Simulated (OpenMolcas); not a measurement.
An atom or ion with 30 electrons was computed by MS-RASPT2, IPEA 0.25 Eh, imaginary shift 0.1 Eh with spin-orbit coupling (OpenMolcas, ANO-RCC-VTZP, DKH2). The lowest levels that the run gave, each within 12 % of the measured value where one is at hand:

| J | Parity | E (cm⁻¹) | g |
| --- | --- | --- | --- |
| 0 | even | 0.0 |  |
| 0 | odd | 87041 |  |
| 1 | odd | 88481 | 1.500 |
| 2 | odd | 91648 | 1.501 |
| 1 | odd | 132939 | 1.001 |
| 2 | even | 209750 | 1.057 |
| 0 | even | 210097 |  |
| 1 | even | 212039 | 1.501 |
| 2 | even | 215703 | 1.444 |

Task: Which ion is it, and what are the configurations and terms?

Result: Se4+ (Z = 34, charge +4; active space 2 electrons in 9 orbitals (RAS2 4s 4p; RAS3 4d, at most 2 electrons)). J, parity and g give the terms where levels are pure, and mixed ones are named by the computed weights; the size of the splittings, set against known spectra of the 30-electron sequence, gives the charge. In order, with the measured energies in cm⁻¹ (the list in Rauch et al., Astron. Astrophys. 606, A105 (2017)): 4s² ¹S₀, 4s 4p ³P°₀ (89749), 4s 4p ³P°₁ (91350), 4s 4p ³P°₂ (94960), 4s 4p ¹P°₁ (131733), 4p² ¹D₂ (213203), 4p² ³P₀ (211794), 4p² ³P₁ (214091), 4p² ³P₂ (218615).

Active for correlation alone: 4d; no level in the range computed is led by a configuration that fills it, so any true level of that kind is missing. Some terms mix strongly with configurations of 4d, whose occupation reaches 0.21 (4p² ¹D). Computed and measured levels are paired by configuration, term and J; levels that our copy of the source lacks, or whose pairing is in doubt (as where it misses far off the trend of its configuration), stay unpaired and out of the deviations. Levels of configurations outside the active space are missing.

° marks odd parity.
